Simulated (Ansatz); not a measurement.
Reaction (substitution at a C–In bond): `C[CH2][InH2]` + `CC[O][Zr]([OH])([OH])[O]CC` → `CC[O][Zr]([OH])([O]CC)[O]CC` + `[InH3]`

Isolated molecules relaxed with PBE0-D4/def2-TZVP in Ansatz; ΔE leaves out vibrations. CCSD(T)/CBS adds triple-zeta CCSD(T) − MP2 to the extrapolated MP2 energy (def2 sets, frozen cores). Functionals use def2-TZVPP. HSE06 is defined as in plane-wave codes. Elements past krypton have def2 core potentials. For In, Zr outer-core shells are correlated without core-valence functions, which leaves a few kJ/mol of doubt a bond. One conformer a species, not always the lowest.

Is it downhill or uphill in electronic energy at CCSD(T)/CBS, and by how much? (Estimate.)

Computed: Uphill: ΔE = +11.0 kcal/mol.

What do these levels give: B97M-V, HSE06-D4, r2SCAN, LC-ωPBE, MP2/def2-SVP, CCSD(T)/def2-SVP? (Estimate.)

The calculation gave: B97M-V 5.5, HSE06-D4 8.5, r2SCAN 8.9, LC-ωPBE 9.2, MP2/def2-SVP 5.8, CCSD(T)/def2-SVP 3.5 kcal/mol.

Largest T1 diagnostic among the species: 0.015.

The D4 term adds −0.9 kcal/mol with B3LYP and −0.7 kcal/mol with PBE0; it sums over pairs of atoms, weighted by their polarisabilities, and B3LYP, whose exchange is more repulsive, gets the larger term. From BLYP to BHLYP (50 % exact exchange), in def2-TZVPP and without D4, ΔE moves by −1.4 kcal/mol.

B3LYP here is the variant with VWN-RPA as its local correlation; programs differ in this.
